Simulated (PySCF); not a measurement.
**Electron correlation in Ge²⁺ (germanium, charge +2)**

[Ar] 3d10 4s2, closed-shell 1S. All numbers are calculated (PySCF 2.14, the non-relativistic Hamiltonian (point nucleus), in def2-TZVP (6s5p4d1f, 48 functions)). Frozen: [Ar] 3d10; 2 electrons correlated.

Total MP2 correlation energy: -28.84 mhartree.

Same-spin part 0.00 and opposite-spin part -28.84 mhartree; SCS-MP2 scales them by 1/3 and 6/5 to -34.61 mhartree.

With two correlated electrons CCSD is exact within the correlated space (frozen core and kept virtual orbitals).

```csv
level,correlation energy (mhartree)
CCSD,-40.10
```

Diagnostics: T1 = 0.0046, D1 = 0.0065, largest double amplitude 0.104.

**Question.** Is a single reference adequate?

**Answer.** Mostly. T1 lies below 0.03, but a double amplitude of this size points to a near-degeneracy that CCSD handles and MP2 describes poorly.
